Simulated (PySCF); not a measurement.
F3OTa, charge +1, doublet, at a GFN2-xTB geometry (such geometries of metal compounds can be far from the true shape) (the multiplicity is a formal guess) (core potentials on Ta), with bond 4-1 at 1.8 times its length; PBE/def2-SV(P) (PySCF).

Input for PySCF:
```python
from pyscf import gto, scf, dft

mol = gto.M(
    atom='''
Ta    0.011017    0.005905   -0.012709
O     1.121397    0.601125   -1.293631
F     0.944640   -0.941551    1.203040
F    -2.261651   -1.890198   -1.339829
F    -0.779216    1.406804    0.799933
''',
    basis='def2-sv(p)',
    ecp={'Ta': 'def2-sv(p)'},
    charge=1,
    spin=1,
    verbose=3,
)

mf = dft.UKS(mol)
mf.xc = 'pbe'
mf.kernel()
mo_i, mo_e, stable_i, stable_e = mf.stability(internal=True, external=False, return_status=True, nroots=6, tol=1e-6)
print('internally stable:', stable_i, ' externally stable:', stable_e)
if not stable_i:
    umf = mf.copy()
    umf.scf_summary = {}
    umf.kernel(umf.make_rdm1(mo_i, mf.mo_occ))
```

It wrote (shortened):

```
SCF not converged.
SCF energy = -430.841017357177 after 50 cycles  <S^2> = 0.75604679  2S+1 = 2.0060377
<class 'pyscf.dft.uks.UKS'> wavefunction has an internal instability
internally stable: False  externally stable: None

SCF not converged.
SCF energy = -430.853536433108 after 50 cycles  <S^2> = 0.75289447  2S+1 = 2.0028924
```

The run did not converge; its last values are not results.
